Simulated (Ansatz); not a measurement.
Consider the formal exchange of groups at the Si–S bond: `S[SiH2]S` + `[SiH3][GeH3]` → `S[SiH2][SiH2][GeH3]` + H₂S.

Calculated with Ansatz (gas phase, PBE0-D4/def2-TZVP geometries, no zero-point term in ΔE). CCSD(T)/CBS adds triple-zeta CCSD(T) − MP2 to the extrapolated MP2 energy (def2 sets, frozen cores). This one scheme is used for every species. DFT in def2-TZVPP. For Ge outer-core shells are correlated without core-valence functions, which leaves a few kJ/mol of doubt a bond. Scalar relativity is left out up to krypton. One conformer a species, not always the lowest.

CCSD(T)/CBS gives +11.8 kcal/mol.

(1) Another level gave +12.0 kcal/mol. Which?
A. MP2/def2-TZVPP
B. HF/def2-TZVPP
C. PBE0-D4/def2-TZVPP
D. ωB97X-V/def2-TZVPP

Largest T1 diagnostic among the species: 0.012.

## Answers

(1) D. ωB97X-V 12.0, PBE0-D4 10.4, MP2/def2-TZVPP 13.1, HF/def2-TZVPP 15.5 kcal/mol.

The D4 term adds −1.6 kcal/mol with B3LYP and −1.0 kcal/mol with PBE0; it sums over pairs of atoms, weighted by their polarisabilities, and B3LYP, whose exchange is more repulsive, gets the larger term. In def2-TZVPP, CCSD(T) changes the Hartree–Fock value by −4.1 kcal/mol (the triples alone add −0.4 kcal/mol) and MP2 by −2.4 kcal/mol.

B3LYP here is the variant with VWN-RPA as its local correlation; programs differ in this.
